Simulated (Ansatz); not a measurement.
H3AlNS, SMILES `[NH2][Al-][SH]` (lower singlet) (charge -1, multiplicity 1). This singlet lies 1.67 eV below the relaxed triplet at the level frozen-core CCSD(T)/aug-cc-pVDZ // PBE0-D3(BJ)/def2-TZVPD (Ansatz, a quantum-chemistry and plane-wave program).

All values below come from Ansatz with frozen-core CCSD(T)/aug-cc-pVDZ // PBE0-D3(BJ)/def2-TZVPD.

Ansatz 0.2 input:
```yaml
crystal:
  periodic: [false, false, false]
  atoms:
    - { symbol: N, position_ang: [-1.040655, -0.059047, -0.050599] }
    - { symbol: Al, position_ang: [-0.050364, 1.419856, 0.420344] }
    - { symbol: S, position_ang: [2.109561, 0.448186, 0.199827] }
    - { symbol: H, position_ang: [-0.704427, -0.976963, -0.31349] }
    - { symbol: H, position_ang: [-2.049948, -0.042202, -0.077441] }
    - { symbol: H, position_ang: [1.735834, -0.789831, -0.178643] }
basis:
  gaussian: { orbitals: aug-cc-pVDZ }
correlation:
  method: ccsd_t
total_charge: -1
```

Output:

```
Functional definition: HF
1035 factors; integrals over basis functions are off by at most 1.1e-3 eV
mean field evaluation 1: about -18929.9825 eV, gradient 2.3e1 eV
mean field evaluation 2: about -18930.0342 eV, gradient 2.4e1 eV
mean field evaluation 4: about -18931.8026 eV, gradient 3.1e0 eV
mean field evaluation 8: about -18931.8637 eV, gradient 2.3e-1 eV
mean field evaluation 16: about -18929.9819 eV, gradient 2.3e1 eV
mean field -18931.86442780 eV, -695.7331852431 hartree, gradient 7.1e-7 eV, S^2 0.000000; 0 other end points of the search recorded, 0 dependent functions left out; unrestricted orbitals would lower it
11 core orbitals not correlated
reference -18931.86442780 eV, -695.7331852431 hartree; 9, 9 occupied and 84, 84 virtual orbitals, 1035 factors
second order -11.07149357 eV of doubles, -0.00000000 eV of singles
cycle   1  -11.62840176 eV  change   -5.6e-1 eV  update   9.5e-2
cycle   2  -11.95382148 eV  change   -3.3e-1 eV  update   3.2e-2
cycle   3  -12.03039867 eV  change   -7.7e-2 eV  update   1.7e-2
cycle   4  -12.02495302 eV  change    5.4e-3 eV  update   5.2e-3
cycle   5  -12.02302280 eV  change    1.9e-3 eV  update   2.4e-3
cycle   6  -12.02316890 eV  change   -1.5e-4 eV  update   9.7e-4
cycle   7  -12.02297971 eV  change    1.9e-4 eV  update   4.1e-4
cycle   8  -12.02299738 eV  change   -1.8e-5 eV  update   1.5e-4
cycle   9  -12.02304622 eV  change   -4.9e-5 eV  update   5.9e-5
cycle  10  -12.02303648 eV  change    9.7e-6 eV  update   2.5e-5
cycle  11  -12.02303076 eV  change    5.7e-6 eV  update   1.2e-5
perturbative correction -0.44158554 eV, -0.0162279694 hartree
Total energy: -18944.32904411 eV, -696.1912514435 hartree
```
